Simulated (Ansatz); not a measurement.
Consider the atomization: `[SiH3][CH](Cl)[In]([TeH])[I]` → C• + Cl• + 5 H• + I• + In• + Si• + Te•.

Computed with Ansatz on PBE0-D4/def2-TZVP structures; ΔE is electronic, products minus reactants. CBS: MP2 limit from def2 TZ/QZ plus the TZ coupled-cluster correction, frozen cores. This one scheme is used for every species, atoms too. DFT in def2-TZVPP. Open shells (•) are unrestricted, without spin–orbit coupling. Spin–orbit coupling would lower the free atoms: a little for C, Cl, Si; strongly for I, In, Te. Elements past krypton have def2 core potentials. For I, In, Te outer-core shells are correlated without core-valence functions, so the limit isn't a true one: a few kJ/mol of doubt a bond, and 10 to 20 or more in all where bonds break to atoms. One conformer a species, not always the lowest.

| species | CAM-B3LYP energy (Eh) |
| --- | --- |
| `[SiH3][CH](Cl)[In]([TeH])[I]` | -1546.76949 |
| C• | -37.83702 |
| Cl• | -460.16616 |
| H• | -0.49881 |
| I• | -297.68728 |
| In• | -190.09259 |
| Si• | -289.37690 |
| Te• | -267.98261 |

(1) Work out ΔE.

Largest T1 diagnostic among the species: 0.015.

Answers

(1) ΔE = 5 × (-0.49881) + (-37.83702) + (-460.16616) + (-297.68728) + (-190.09259) + (-289.37690) + (-267.98261) − (-1546.76949) = 1.13288 Eh = +710.9 kcal/mol. CCSD(T)/CBS gives +739.2 kcal/mol.

At CCSD(T), def2-SVP lies −64.8 kcal/mol from the extrapolated value and def2-TZVPP −29.1 kcal/mol: correlation converges slowly with the basis, and small sets miss more of it in the bonded molecule than in its fragments. From PBE to PBE0 (25 % exact exchange), in def2-TZVPP and without D4, ΔE moves by −6.2 kcal/mol: exact exchange takes away binding that semilocal exchange gives to molecules.

For atomizations the MP2-based limit and the directly extrapolated one differ by several kJ/mol either way, and by 10 to 25 for some Ge, Se and Sn compounds, so smaller differences from it don't rank the levels.
